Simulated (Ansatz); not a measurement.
## What each rung costs, and what it gives

Saddle point of SiNH₃F₂, singlet (SiF₂ + NH₃ → SiNH₃F₂ ([NH2][SiH]([F])[F]); bonds formed: Si1–H4; dative contacts that become bonds: Si1–N5; bonds broken: H4–N5), PBE0-D4/def2-TZVP structure:

```
7
angstrom
Si -0.3050 -0.9015 -0.3331
F 1.0767 -1.2501 -1.0688
F -1.3130 -0.4730 -1.5027
H -0.2140 -0.4763 1.2289
N 0.1663 0.6675 0.5125
H -0.5249 1.3980 0.6453
H 1.1140 1.0354 0.5179
```

Barriers are electronic and count from the start structure reached by relaxing down the imaginary mode.

Computed with Ansatz 0.2.0 (basis: as named in each row); correlated methods freeze the cores. B3LYP uses VWN-RPA correlation. Extrapolation: Hartree–Fock as exp(−7.88 √X), correlation as X^−2.97.

Times are rough, for one single point on 2 threads of a shared host (Arm Neoverse V1).

The estimate by CCSD(T) at an estimated basis limit (MP2 extrapolated from triple and quadruple zeta, plus CCSD(T) − MP2 in triple zeta) is 43.42 kcal/mol.

| method | basis | time (s) | barrier (kcal/mol) | method less estimate |
| --- | --- | --- | --- | --- |
| SPW92 | def2-TZVPP | 1 | 33.73 | -9.69 |
| PBE-D4 | def2-TZVPP | 2 | 37.10 | -6.33 |
| BLYP-D4 | def2-TZVPP | 2 | 39.51 | -3.91 |
| PBE0-D4 | def2-TZVPP | 2 | 41.16 | -2.27 |
| B3LYP-D4 | def2-TZVPP | 3 | 42.54 | -0.88 |
| BHLYP-D4 | def2-TZVPP | 3 | 47.55 | 4.13 |
| CAM-B3LYP-D4 | def2-TZVPP | 3 | 44.14 | 0.71 |
| r2SCAN-D4 | def2-TZVPP | 3 | 37.61 | -5.81 |
| RPA on PBE | def2-TZVPP | 4 | 43.67 | 0.25 |
| r2SCAN0-D4 | def2-TZVPP | 4 | 41.42 | -2.00 |
| B2PLYP | def2-TZVPP | 4 | 43.09 | -0.34 |
| PBE-QIDH | def2-TZVPP | 5 | 43.55 | 0.12 |
| wB97X-V | def2-TZVPP | 7 | 44.54 | 1.12 |
| B97M-V | def2-TZVPP | 8 | 40.29 | -3.14 |
| wB97M-V | def2-TZVPP | 8 | 45.44 | 2.01 |
| MP2 | def2-QZVPP | 15 | 42.26 | -1.17 |
| CCSD(T) | def2-TZVPP | 53 | 44.25 | 0.83 |

All methods are single points on the PBE0-D4 structures.

The T1 diagnostic stays at or below 0.014. The restricted Hartree–Fock reference is unstable towards an unrestricted one at one or more of these structures.

Losses and insertions of silylenes and their heavier kin drive the gas-phase chemistry of silicon and germanium vapour deposition.

Labels in which every atom is bracketed show which atoms are joined, not bond orders.
